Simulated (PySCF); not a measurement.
**BeCl: energy against distance**

Set-up: basis Be 3-21G, Cl 3-21G; no relativity; PySCF 2.14. Energies in eV from Be + Cl in their ground configurations at the same level. All curves are PBE0. state 1: ²Σ⁺ (doublet), unpaired electrons σ ↑; state 2: quartet, unpaired electrons σ ↑, π ↑↑, a mixture of terms (⟨Lz²⟩ = 2.0), a second solution, started from another occupation.

```
R (Å)  state 1  state 2
1.591   -3.168   5.0217
1.665   -3.635   4.1753
1.739   -3.895   3.5566
1.794   -3.989   3.2059
1.850   -4.015   2.9307
1.905   -3.989   2.7158
1.980   -3.894   2.5019
2.072   -3.706   2.3207
2.183   -3.419   2.1893
2.331   -2.988   2.1039
```

Put a parabola through the three lowest points of the state 1 curve and estimate Re, k and ωe (reduced mass 7.165 u; 1 eV/Å² = 0.16022 mdyn/Å; ωe = 1302.8·√(k/μ) cm⁻¹).

Through R = 1.794, 1.85, 1.905 Å the second-order coefficient is 8.44 eV/Å², so Re ≈ 1.849 Å, k ≈ 2.70 mdyn/Å and ωe ≈ 800 cm⁻¹. A polynomial fit of higher order to the unrounded PBE0 energies gives Re = 1.848 Å, k = 2.72 mdyn/Å, ωe = 803 cm⁻¹; anharmonicity and rounding make the difference.

The higher-order fit for each curve: state 1: Re = 1.848 Å, ωe = 803 cm⁻¹, De = 4.02 eV; state 2: Re = 2.526 Å, ωe = 204 cm⁻¹, minimum 2.08 eV above the ground-state fragments.

Counting both spins, an empty level lies below a filled one in some of these solutions, because spin and occupation are held. 3-21G is very small, so such numbers show the basis as much as the molecule. The state is the lowest determinant that a PBE0 search found; another state may lie lower at other levels.
